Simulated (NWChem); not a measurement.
SiH₃SF; SMILES S[SiH2]F

```xyz
6

Si    -0.6439     0.5765    -0.0969
F      0.7289     1.3390     0.3165
S     -0.3241    -1.4960    -0.4493
H     -1.5978     0.7892     1.0225
H     -1.1231     1.1342    -1.3861
H     -0.1824    -1.8119     0.8571
```
Atoms are numbered in this order, from 1.

Computed with NWChem. Coordinates come from a PBE0/def2-SVP optimisation. B3LYP is NWChem's, with the RPA form of VWN correlation. Level: B3LYP/def2-SVP with SMD (1 M gas to 1 M solution), gas-phase geometry. Reactions with the solvent are ignored.

Predict the results for solvent 1,4-dioxane. Quantities: solvation free energy (kcal/mol); cavity-dispersion-structure term (kcal/mol); dipole in solution (D).

The solvation free energy (kcal/mol) is -1.9, the cavity-dispersion-structure term (kcal/mol) comes out as -0.4 and the dipole in solution (D) is 1.50.
